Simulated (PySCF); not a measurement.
**Radial density of La⁺ (lanthanum, charge +1)**

UHF, [Xe] 5d2, high-spin 3F determinant. Computed with PySCF 2.14 in x2c-TZVPPall with one added diffuse shell each of s, p, d type (12s8p8d3f1g, 106 functions), with the spin-free X2C one-electron Hamiltonian (Gaussian nucleus).

| r (bohr) | 4πr²ρ (e/bohr) | 4πr²(ρα − ρβ) |
| --- | --- | --- |
| 0.0284 | 66.67 | -0.0022 |
| 0.0477 | 75.39 | -0.0032 |
| 0.0802 | 97.80 | 0.0138 |
| 0.135 | 71.75 | 0.0553 |
| 0.227 | 84.11 | 0.0221 |
| 0.382 | 34.48 | 0.0268 |
| 0.642 | 34.42 | 0.1282 |
| 1.08 | 11.41 | -0.0304 |
| 1.82 | 6.241 | 0.6523 |
| 3.06 | 1.237 | 0.6453 |
| 5.14 | 0.1277 | 0.1237 |
| 8.65 | 0.0008349 | 0.0008 |

Densities and radii are taken from the X2C orbitals without a picture-change correction, which distorts them close to the nucleus.

Spin-orbit coupling, absent here, splits the open shell strongly.

**Question.** Where is the radial spin density 4πr²(ρα − ρβ) most negative, and why is it negative at all?

**Answer.** Around r = 1.08 bohr, down to -0.0304 e/bohr: exchange with the open shell polarises the paired shells in an unrestricted calculation.
